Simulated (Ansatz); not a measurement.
`C[SiH](Cl)[GeH3]` + HBr → `C[SiH](Cl)Br` + GeH₄ at 500 K and 1 bar (cleavage of the Si–Ge bond).

Isolated molecules relaxed with PBE0-D4/def2-TZVP in Ansatz; ΔE leaves out vibrations. CCSD(T)/CBS is the MP2 limit (def2-TZVPP, def2-QZVPP) plus CCSD(T) − MP2 in def2-TZVPP, frozen cores. For Br, Ge outer-core shells are correlated without core-valence functions, which leaves a few kJ/mol of doubt a bond. Scalar relativity is left out up to krypton.

```
           species  CCSD(T)/CBS energy (Eh)  H − E (kJ/mol)  S (J/(mol·K))
`C[SiH](Cl)[GeH3]`              -2867.29429           237.2          445.2
               HBr              -2573.91920            30.5          213.7
    `C[SiH](Cl)Br`              -3362.75163           167.5          394.9
              GeH₄              -2078.49493            99.4          244.6
```

H − E and S are ideal-gas, rigid-rotor, harmonic terms from PBE0-D4/def2-TZVP, for one conformer and one mirror image of each species. 1 Eh = 2625.50 kJ/mol, R = 8.31446 J/(mol·K).

Task: By hand: ΔE, ΔH, ΔS and ΔG.

Result: ΔE = (-3362.75163) + (-2078.49493) − (-2867.29429) − (-2573.91920) = -0.03307 Eh = -86.8 kJ/mol. Δ(H − E) = 167.5 + 99.4 − 237.2 − 30.5 = -0.8, so ΔH = -87.6 kJ/mol. ΔS = 394.9 + 244.6 − 445.2 − 213.7 = -19.4 J/(mol·K). ΔG = -87.6 − 500 × (-19.4)/1000 = -77.9 kJ/mol.

Task: By hand: the equilibrium constant, and the temperature at which ΔG would vanish if ΔH and ΔS stayed fixed.

Result: log₁₀ K = −ΔG/(RT ln 10) = 8.1. ΔG = 0 at ΔH/ΔS = 4515 K, far beyond where these terms or the molecules hold.

ΔH outweighs TΔS. A doubt of 5 kJ/mol in ΔE shifts log₁₀ K by 0.5 here. Other conformers and mirror images would add mixing entropy, several J/(mol·K) or more a flexible species. These are equilibria of isolated gas molecules and say nothing of rates. Largest T1 diagnostic: 0.012 (customary marks: 0.02 for closed shells, 0.045 for open ones).
